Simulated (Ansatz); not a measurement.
Cost and result up the ladder for TcO3(OH) (TcO₄H) (6 atoms). Charge 0, multiplicity 1. Geometry: PBE0-D4/def2-SVP.

```xyz
6

Tc   -0.2163   -0.0885   -0.3812
O     0.4860   -1.5204   -0.8513
O    -1.8660   -0.1715   -0.5500
O     0.4059    1.1424   -1.3099
O     0.1421    0.2341    1.3992
H     1.0483    0.4039    1.6931
```

Ansatz on 4 threads of Arm Neoverse V2 on a shared host. Times are rough, and most runs start from the orbitals of an earlier one. No level here is sound enough to serve as a yardstick. Binding counts from free atoms at the same level (Tc sextet, O triplet, H doublet; other spins of the atoms weren't run), without zero-point energy or a counterpoise term.

In the def2 sets Tc takes a core potential; there is no spin–orbit coupling. LC-ωPBE has ω = 0.4 bohr⁻¹. Correlated methods freeze 4 core orbitals; core or outer-core shells of Tc are correlated, in sets that lack core-valence functions.

Run but left out: HF/STO-3G, PBE-QIDH/def2-TZVP (restricted singlet, unstable in another Hartree–Fock run and untested here); MP2/def2-TZVP (restricted singlet, unstable towards broken spin symmetry).

Correlated methods converge slowly with the basis.

| level | functions | wall time | binding energy per atom (eV) | remarks |
| --- | --- | --- | --- | --- |
| PBE-D4/def2-SVP | 92 | 0.7 s | 4.87 | restricted SCF unstable in HF |
| PBE0-D4/def2-SVP | 92 | 0.85 s | 4.21 | restricted SCF unstable in HF |
| PBE-D4/def2-TZVP (with forces) | 170 | 1.4 s | 4.82 | – |
| BLYP-D4/def2-TZVP | 170 | 1.4 s | 4.69 | restricted SCF unstable in HF |
| PBE0-D4/def2-TZVP | 170 | 1.6 s | 4.20 | restricted SCF unstable in HF |
| LC-ωPBE/def2-TZVP | 170 | 1.8 s | 4.16 | restricted SCF unstable in HF |
| PBE-D4/def2-TZVPD | 209 | 1.8 s | 4.82 | restricted SCF unstable in HF |
| CAM-B3LYP-D4/def2-TZVP | 170 | 1.9 s | 4.19 | restricted SCF unstable in HF |
| PBE0-D4/def2-TZVPD | 209 | 2.3 s | 4.21 | restricted SCF unstable in HF |
| r2SCAN-D4/def2-TZVP | 170 | 2.5 s | 4.48 | restricted SCF unstable in HF |
| r2SCANh-D4/def2-TZVP | 170 | 2.9 s | 4.26 | restricted SCF unstable in HF |
| r2SCAN0-D4/def2-TZVP | 170 | 3 s | 3.93 | restricted SCF unstable in HF |
| r2SCAN-D4/def2-TZVPD | 209 | 3.3 s | 4.49 | restricted SCF unstable in HF |
| CCSD(T)/def2-TZVPP | 194 | 2 min | 4.12 | restricted SCF unstable in HF |
